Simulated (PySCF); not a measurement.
Isomers of C7H13B, from PBE0-D3(BJ)/def2-SVP geometry optimisation, gas phase in PySCF 2.14.0. One conformer each, no zero-point energy, no frequencies.

Question: Which isomer lies lowest at this level?
A. `[CH2:1]=[CH:2][C@H:3]1[BH:4][CH2:5][CH2:6][CH2:7][CH2:8]1` with C1–C2–C3–B4 103°, C2–C3–B4–C5 156°, C3–B4–C5–C6 -23°, B4–C5–C6–C7 40°, C5–C6–C7–C8 -59°: A = 4162, B = 1284, C = 1058 MHz, dipole 0.95 D
B. `[CH2:1]=[CH:2][B:3]1[CH2:4][CH2:5][CH2:6][CH2:7][CH2:8]1` with C1–C2–B3–C4 -174°, C2–B3–C4–C5 158°, B3–C4–C5–C6 42°, C4–C5–C6–C7 -59°, C5–C6–C7–C8 60°: A = 3835, B = 1326, C = 1038 MHz, dipole 0.44 D
C. `[CH2:1]=[CH:2][CH2:3][C@H:4]1[CH2:5][BH:6][CH2:7][CH2:8]1` with C1–C2–C3–C4 115°, C2–C3–C4–C5 62°, C3–C4–C5–B6 155°, C4–C5–B6–C7 -11°, C5–B6–C7–C8 -12°, B6–C7–C8–C4 30°: A = 5168, B = 1070, C = 952.0 MHz, dipole 0.35 D
D. `[BH2:1][CH2:2][C@H:3]1[CH2:4][CH2:5][C:6](=[CH2:7])[CH2:8]1` with H–B1–C2–C3 -19° and 165°, B1–C2–C3–C4 171°, C2–C3–C4–C5 166°, C3–C4–C5–C6 -33°, C4–C5–C6–C7 -168°, C5–C6–C8–C3 13°: A = 4172, B = 1279, C = 1038 MHz, dipole 0.93 D

Answer: B. That is `C=CB1CCCCC1`, 12.9 kcal/mol below the next.

```json
{"SMILES": "C=CB1CCCCC1", "mapped SMILES": "[CH2:1]=[CH:2][B:3]1[CH2:4][CH2:5][CH2:6][CH2:7][CH2:8]1", "E (Eh)": "-298.84732", "relative (kcal/mol)": "0.0", "relative (kJ/mol)": "0.0", "dipole (D)": "0.44"}
{"SMILES": "C=C[C@H]1BCCCC1", "mapped SMILES": "[CH2:1]=[CH:2][C@H:3]1[BH:4][CH2:5][CH2:6][CH2:7][CH2:8]1", "E (Eh)": "-298.82675", "relative (kcal/mol)": "12.9", "relative (kJ/mol)": "54.0", "dipole (D)": "0.95"}
{"SMILES": "C=CC[C@H]1CBCC1", "mapped SMILES": "[CH2:1]=[CH:2][CH2:3][C@H:4]1[CH2:5][BH:6][CH2:7][CH2:8]1", "E (Eh)": "-298.82309", "relative (kcal/mol)": "15.2", "relative (kJ/mol)": "63.6", "dipole (D)": "0.35"}
{"SMILES": "BC[C@H]1CCC(=C)C1", "mapped SMILES": "[BH2:1][CH2:2][C@H:3]1[CH2:4][CH2:5][C:6](=[CH2:7])[CH2:8]1", "E (Eh)": "-298.80914", "relative (kcal/mol)": "24.0", "relative (kJ/mol)": "100.3", "dipole (D)": "0.93"}
```
